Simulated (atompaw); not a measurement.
**Plane-wave convergence, PAW (atompaw) potential for nitrogen**

atompaw 4.2.0.5 input, output lines left out:

```
N 7
GGA-PBESOL scalarrelativistic loggrid 1500 logderivrange -3 5 201
2 2 0 0 0 0
2 1 3
0 0 0
c
v
v
1
2.45 2.40 1.85 2.25
y
-0.7
n
y
2.4
n
modrrkj vanderbiltortho sinc
bessel
0.85
2.45
2.45
2.45
```

The pseudo-atom Hamiltonian at the reference potential is diagonalised in spherical Bessel functions j_l(qr) that vanish at 20 bohr, with q² up to the cutoff. All-electron valence levels (Ry): 2s -1.3565, 2p -0.5172.

How do the lowest levels (Ry) of each channel move with the cutoff, and are there ghosts?

```
cutoff (Ry)     s #1     p #1    p #2    d #1    f #1    f #2  Σ f·Δε (mRy)
          8  -0.8003  -0.5113  0.0376  0.0768  0.1191  0.2585        1129.8
         18  -1.1177  -0.5170  0.0370  0.0768  0.1191  0.2585         478.0
         30  -1.3151  -0.5171  0.0370  0.0768  0.1191  0.2585          82.8
         50  -1.3545  -0.5171  0.0370  0.0768  0.1191  0.2585           3.9
         70  -1.3559  -0.5171  0.0370  0.0768  0.1191  0.2585           1.0
        110  -1.3563  -0.5171  0.0370  0.0768  0.1191  0.2585           0.4
        400  -1.3565  -0.5171  0.0370  0.0768  0.1191  0.2585           0.0
```

Result: no extra level below or beside the all-electron valence levels (s, p, d, f tested); 10 mRy is reached at 45 Ry and 1 mRy at 90 Ry.
